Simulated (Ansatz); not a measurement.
```xyz
14

N     0.0819    1.8606   -2.8102
In    0.0191    0.8094   -1.1142
O     1.6324    0.4318   -0.0501
Si    2.0443   -0.5106    1.2142
O    -1.6153   -0.0993   -0.4969
Si   -2.0706   -1.0064    0.7782
H     0.8209    2.5479   -2.8596
H    -0.7922    2.2900   -3.0799
H     1.3101   -1.8096    1.1918
H     1.7443    0.1624    2.5092
H     3.5037   -0.7932    1.1532
H    -1.7964   -2.4507    0.5389
H    -3.5310   -0.8305    1.0033
H    -1.3513   -0.6019    2.0221
```

Charge 0, multiplicity 1. In takes the def2 core potential.

(1) List the PBE0/def2-TZVPP orbital energies in eV (the Gaussian-basis code of Ansatz). (Estimate.)

Results:

(1) Computed: Occupied: -1802.62, -1802.61, -522.30, -522.30, -391.62, -144.86, -144.86, -128.88, -99.55, -99.54, -99.51, -99.51, -99.51, -99.51, -85.43, -85.13, -85.08, -26.91, -26.87, -24.21, -21.96, -21.93, -21.92, -21.62, -21.48, -14.93, -14.57, -13.78, -12.73, -11.20, -11.15, -10.64, -10.34, -10.29, -10.19, -8.82, -8.62, -8.29, -8.21, -8.03. Lowest empty: -1.91, -0.68, 0.27, 0.45, 1.14, 1.61, 1.66, 1.79.
